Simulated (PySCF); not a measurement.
C₃H₇FO₂S.
Structure used (GFN2-xTB), in Å, numbered top down from 1:
```xyz
14
C3H7FO2S angstrom
C      1.7252    0.3481   -0.5271
S      0.7166   -0.8150    0.4239
O      0.3530   -1.9234   -0.4145
O      1.3923   -1.0996    1.6586
C     -0.8244    0.0928    0.8358
C     -1.6897    0.2099   -0.3942
F     -1.1828    1.1729   -1.2367
H      1.1622    0.6767   -1.3902
H      2.6184   -0.1821   -0.8338
H      1.9802    1.1747    0.1224
H     -0.5391    1.0618    1.2344
H     -1.3138   -0.4988    1.6034
H     -1.6850   -0.7350   -0.9471
H     -2.7138    0.5165   -0.1573
```

Computed with TDDFT CAM-B3LYP/def2-SVPD, vertical, gas phase, core orbitals frozen in the response (PySCF).

Ground-to-excited transition dipoles (e·a0, same axes as the geometry; the sign carries no meaning), for the states with f of 0.002 or more among the lowest 7:

```csv
state,E (hartree),μx,μy,μz
S1,0.2927,0.095,0.031,-0.167
S2,0.3019,-0.527,-0.069,0.328
S3,0.3089,-0.218,-0.087,-0.211
S4,0.3172,-0.415,0.070,0.146
S5,0.3185,-0.040,-0.058,-0.136
S6,0.3217,-0.562,-0.026,0.110
S7,0.3272,0.460,0.067,-0.167
```

Problem. What oscillator strength does each state have?

Solution. f = (2/3) ΔE |μ|² with ΔE in hartree (27.2114 eV).

```
state  |μ|² (au)  |μ| (D)      f
   S1      0.038     0.49  0.007
   S2      0.390     1.59  0.079
   S3      0.100     0.80  0.021
   S4      0.198     1.13  0.042
   S5      0.023     0.39  0.005
   S6      0.329     1.46  0.071
   S7      0.244     1.26  0.053
```

Problem. What angle do the transition dipoles of S6 and S7 make?

Solution. |cos θ| = |μa·μb| / (|μa| |μb|) = 0.98, so θ ≈ 10° (taken between 0 and 90°, since the signs are arbitrary).

Problem. What peak molar absorption coefficient would the strongest computed level give as a lone Gaussian band 0.5 eV wide at half height?

Solution. ε(max) = 2.175×10⁸ f / FWHM, with the width in cm⁻¹. S2: 2.175×10⁸ × 0.0785 / 4033 ≈ 4200 L mol⁻¹ cm⁻¹.

One conformer stands for the species.
